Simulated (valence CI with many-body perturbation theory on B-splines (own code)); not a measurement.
Sensitivity of CI+MBPT for In XXVIII

Computed by relativistic CI+MBPT: four valence electrons over a frozen Dirac-Fock core [Ar], a basis of 6 s, 6 p, 5 d, 5 f, 1 g functions for each j, with the one-electron correlation potential Σ1, the two-electron term Σ2, the three-electron term Σ3, Breit, model QED; selected CI, second order for the rest, scaled by the run's own slope (own B-spline code, finite nucleus).

The last digits are not significant, and no measured levels were compared; by estimate large intervals hold to a few tenths of a per cent, small ones and those within an open d or f shell to about a per cent. Only levels of the ground parity were solved; by the run's estimate the other parity begins above the list, which can be wrong where configurations are misplaced.

The reference run has the lowest level 3d4 5D_0 [a] and an ionisation energy of 1496.72 eV. Its largest variational space holds 8145 state functions.

Names give the largest LS component (configuration and term), which can be under half, so a name can repeat, a term be missing and a line seem to break the LS rules; names also repeat where a configuration has a term twice. Letters in brackets count levels of one name in rising energy.

Changed runs:
A. lowest core n in screening and Σ2 1 → 4
B. scale of Σ1 1 → 0.8
C. factor on the speed of light 1 → 10; QED terms on → off
D. start configuration 3d4 → 3s4 (bad on purpose)

Excitation energies of the reference run in cm⁻¹, and shifts in cm⁻¹:

```csv
Level,Reference,B,C
3d4 5D_1,39048,-108,-38973
3d4 5D_2,67405,-163,-67180
3d4 5D_3,86164,-183,-85717
3d4 5D_4,92311,-153,-91574
3d4 5D_0 [b],130400,-207,
3d4 3H_4,139160,-210,-49395
3d4 3G_3,161282,-203,
3d4 3F_2,165118,-195,
3d4 3H_5,171606,-234,-81699
3d4 3P_1,175362,-248,-82070
3d4 3H_6,184086,-244,-94012
3d4 3G_4,201077,-257,
Ionisation energy (eV),1496.72,-0.51,+0.97
```

A blank means that the level has no clear partner in that run.

Run A: It gave no result: the setting left no core shell for the response of the core. The program said: "need at least one array to concatenate".

Run D: It gave no result: a shell was given more electrons than it holds. The program said: "a valence shell holds more than 4l+2 electrons".
